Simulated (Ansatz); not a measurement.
A nudged elastic band was laid between two geometries of BF₂H₃Si (7 atoms, charge 0, multiplicity 1).

Theory: RKS B3LYP-D4/6-31G (Ansatz 0.2.0).

```json
{"movable images": "7", "climbing image": "yes", "spring": "5.0 eV/Å²", "optimiser": "quadratic models (default)", "start path": "through a guess of the saddle point", "force threshold": "0.05 eV/Å", "iteration limit": "60", "end points": "relaxed"}
```

Image 0:

```xyz
7
Properties=species:S:1:pos:R:3
F -1.456 0.809 -1.474
B -0.412 0.956 -0.610
Si 0.330 -0.607 0.446
F -0.498 -2.061 0.096
H 0.053 2.049 -0.496
H 1.785 -0.807 0.117
H 0.198 -0.339 1.921
```

Image 8:

```xyz
7
Properties=species:S:1:pos:R:3
F 0.044 2.130 -0.503
B -0.495 0.881 -0.663
Si 0.334 -0.601 0.449
F -0.468 -2.075 0.115
H -1.396 0.768 -1.434
H 1.790 -0.782 0.116
H 0.190 -0.322 1.921
```

Q: What changes between the two ends?

A: No bond is made or broken. The dihedral F1–B2–Si3–F4 goes from 1 to 180°.

Q: What energy profile does the band end with?

A: The forces met the threshold. The highest image is number 4 of 0 to 8, 1.3 kcal/mol above the first end and 1.7 kcal/mol above the last; the last end lies 0.4 kcal/mol below the first. A vibrational analysis at the climbing image gives one clearly imaginary mode, 73i cm⁻¹: a first-order saddle point. Limits of this set-up: no polarisation functions.

| image | path coordinate (Å) | energy (kcal/mol) | dihedral F1–B2–Si3–F4 (°) |
| --- | --- | --- | --- |
| 0 | 0.00 | 0.0 | 1 |
| 1 | 0.47 | 0.2 | 22 |
| 2 | 0.94 | 0.7 | 42 |
| 3 | 1.41 | 1.2 | 63 |
| 4 | 1.88 | 1.3 | 83 |
| 5 | 2.44 | 1.0 | 108 |
| 6 | 3.01 | 0.3 | 133 |
| 7 | 3.57 | -0.2 | 157 |
| 8 | 4.14 | -0.4 | 180 |

Q: What is the geometry of the highest image?

A: 
```xyz
7
Properties=species:S:1:pos:R:3:forces:R:3
F -1.691 1.315 -0.500 -0.02 0.00 0.00
B -0.388 0.944 -0.668 0.02 0.01 0.03
Si 0.334 -0.600 0.468 -0.01 0.00 0.00
F -0.084 -2.094 -0.260 0.00 -0.01 0.00
H 0.255 1.574 -1.449 0.00 -0.01 -0.02
H 1.834 -0.555 0.560 0.00 0.00 0.00
H -0.261 -0.584 1.849 0.00 0.00 0.00
```

Q: What are the harmonic wavenumbers there?

A: 73i, 159, 253, 507, 642, 717, 769, 779, 893, 931, 1114, 1270, 2167, 2185, 2678 cm⁻¹.

Run time: 71 s on 1 thread of Intel(R) Xeon(R) 6975P-C (Granite Rapids), with other jobs on the host, peak memory 0.12 GiB.
